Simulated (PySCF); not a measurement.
# LiTl⁺ at UHF-MP2

Computed with UHF-MP2; PySCF, scalar-relativistic core potentials, basis sets Li def2-SVP, Tl def2-SVP with ECP60.

```
state                          : ²Σ⁺ (doublet), unpaired electrons σ ↑
bond length                    : 3.320 Å
harmonic wavenumber            : 173 cm⁻¹
force constant                 : 0.119 mdyn/Å
rotational constant Be         : 0.2255 cm⁻¹
anharmonicity ωexe             : 0.387 cm⁻¹
vibration–rotation constant αe : 0.00200 cm⁻¹
```

Correlated steps freeze 4 core orbitals. These are scalar-relativistic numbers at best; spin–orbit coupling would shift them, the dissociation energy most. The state is the lowest determinant that a PBE0 search found; another state may lie lower at other levels.
